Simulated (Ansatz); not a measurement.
**A ladder of methods for InNH2Cl (SMILES [NH2][In][Cl])**

InNH2Cl: 5 atoms, total charge 0, spin state doublet. As SMILES, `[NH2][In][Cl]`. Geometry: optimised at PBE0/def2-SVP. This is one conformer, not always the lowest.

```tsv
atom	x (Å)	y (Å)	z (Å)
N	-0.1268	0.8191	-0.4938
In	-0.4359	-1.2236	-0.1108
Cl	1.4222	-2.2508	0.9988
H	-0.9818	1.2886	-0.7990
H	0.1722	1.2930	0.3634
```

Quantity: the dissociation energy of the Cl3–In2 bond into doublet Cl and singlet InNH2 (shapes relaxed at PBE0/def2-SVP, no zero-point term), in eV. The values are calculated.

```json
{"level": "UHF/def2-TZVP (core potential)", "kind": "Hartree–Fock", "program": "Ansatz", "value (eV)": "1.86", "CPU time (all runs)": "9 s"}
{"level": "USVWN5/def2-TZVP (core potential)", "kind": "LDA", "program": "Ansatz", "value (eV)": "2.86", "CPU time (all runs)": "5.3 s"}
{"level": "UBLYP/def2-TZVP (core potential)", "kind": "GGA", "program": "Ansatz", "value (eV)": "2.16", "CPU time (all runs)": "10 s"}
{"level": "U-r2SCAN/def2-TZVP (core potential)", "kind": "meta-GGA", "program": "Ansatz", "value (eV)": "2.57", "CPU time (all runs)": "16 s"}
{"level": "UPBE0-D4/def2-TZVP (core potential)", "kind": "global hybrid", "program": "Ansatz", "value (eV)": "2.46", "CPU time (all runs)": "11 s"}
{"level": "UCAM-B3LYP/def2-TZVP (core potential)", "kind": "range-separated hybrid", "program": "Ansatz", "value (eV)": "2.21", "CPU time (all runs)": "17 s"}
{"level": "UB2PLYP/def2-TZVP (core potential)", "kind": "double hybrid", "program": "Ansatz", "value (eV)": "2.21", "CPU time (all runs)": "22 s"}
{"level": "RPA@PBE/def2-TZVP (core potential)", "kind": "RPA", "program": "Ansatz", "value (eV)": "1.93", "CPU time (all runs)": "19 s"}
{"level": "UMP2/def2-TZVP (core potential)", "kind": "perturbation theory", "program": "Ansatz", "value (eV)": "2.29", "CPU time (all runs)": "11 s"}
```

Spin-orbit coupling is left out. The values span 1.86 to 2.86 eV. Hartree–Fock misses the correlation of the electron pair that is broken and comes out low. A fragment with an even electron count was run as a singlet and may have a lower triplet. Measured bond enthalpies also hold zero-point and thermal terms, a few tenths of an eV less. In the correlated wave-function rows the outer d shell of In is correlated, in sets not made for it. In so small a basis fixed costs decide the times, and correlated methods can beat functionals. CPU times are rough (shared hosts, several kinds of processor and program).
